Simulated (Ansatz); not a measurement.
`C[Si](O)([SiH3])Cl` + H–F → `O[Si](F)([SiH3])Cl` + CH₄ at 500 K and 1 bar (ligand exchange at the Si–C bond).

Program: Ansatz. Geometries: PBE0-D4/def2-TZVP. ΔE: electronic, gas phase. CCSD(T)/CBS is the MP2 limit (def2-TZVPP, def2-QZVPP) plus CCSD(T) − MP2 in def2-TZVPP, frozen cores. This one scheme is used for every species. Each species was taken in one conformer, which may not be the lowest.

```tsv
species	CCSD(T)/CBS energy (Eh)	H − E (kJ/mol)	S (J/(mol·K))
`C[Si](O)([SiH3])Cl`	-1155.49045	263.4	471.4
H–F	-100.39570	39.4	188.7
`O[Si](F)([SiH3])Cl`	-1215.48049	167.4	441.4
CH₄	-40.46206	135.6	206.8
```

H − E and S are ideal-gas, rigid-rotor, harmonic terms from PBE0-D4/def2-TZVP, for one conformer and one mirror image of each species. 1 Eh = 2625.50 kJ/mol, R = 8.31446 J/(mol·K).

**Question.** By hand: ΔE, ΔH, ΔS and ΔG.

**Answer.** ΔE = (-1215.48049) + (-40.46206) − (-1155.49045) − (-100.39570) = -0.05640 Eh = -148.1 kJ/mol. Δ(H − E) = 167.4 + 135.6 − 263.4 − 39.4 = 0.2, so ΔH = -147.9 kJ/mol. ΔS = 441.4 + 206.8 − 471.4 − 188.7 = -11.9 J/(mol·K). ΔG = -147.9 − 500 × (-11.9)/1000 = -142.0 kJ/mol.

**Question.** By hand: the equilibrium constant, and the temperature at which ΔG would vanish if ΔH and ΔS stayed fixed.

**Answer.** log₁₀ K = −ΔG/(RT ln 10) = 14.8. ΔG = 0 at ΔH/ΔS = 12429 K, far beyond where these terms or the molecules hold.

The number of gas molecules stays the same, so ΔS is small and ΔH decides. A doubt of 5 kJ/mol in ΔE shifts log₁₀ K by 0.5 here. Other conformers and mirror images would add mixing entropy, several J/(mol·K) or more a flexible species. These are equilibria of isolated gas molecules and say nothing of rates. Largest T1 diagnostic: 0.012 (customary marks: 0.02 for closed shells, 0.045 for open ones).
